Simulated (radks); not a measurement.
Correlation energies from several functionals, in hartree. Species: Ge28+ [He] 2s2; Tl3+ [Xe] 4f14 5d10. Calculated with a radial shooting solver on a logarithmic mesh with Libxc functionals: non-relativistic Kohn-Sham, PBE, spin-polarised, spherical densities, point nucleus. Every spin shell is full or empty, so the densities are truly spherical. Functionals are evaluated on that one density, not self-consistently.

PW92: Ge28+ -0.46936; Tl3+ -8.3075
PZ: Ge28+ -0.47030; Tl3+ -8.3143
Wigner: Ge28+ -0.22100; Tl3+ -4.2510
PBE: Ge28+ -0.11144; Tl3+ -4.8945
PBEsol: Ge28+ -0.14086; Tl3+ -5.4704
LYP: Ge28+ -0.14117; Tl3+ -4.3066
P86: Ge28+ -0.28440; Tl3+ -5.4887
PW91: Ge28+ -0.14796; Tl3+ -5.2509
AM05: Ge28+ -0.41201; Tl3+ -7.8356
OP (B88): Ge28+ -0.16732; Tl3+ -4.2396
TPSS: Ge28+ -0.11373; Tl3+ -4.8921
revTPSS: Ge28+ -0.11695; Tl3+ -4.9296
SCAN: Ge28+ -0.11981; Tl3+ -4.9034
r2SCAN: Ge28+ -0.12028; Tl3+ -4.9172
B95: Ge28+ -0.20460; Tl3+ -6.0845
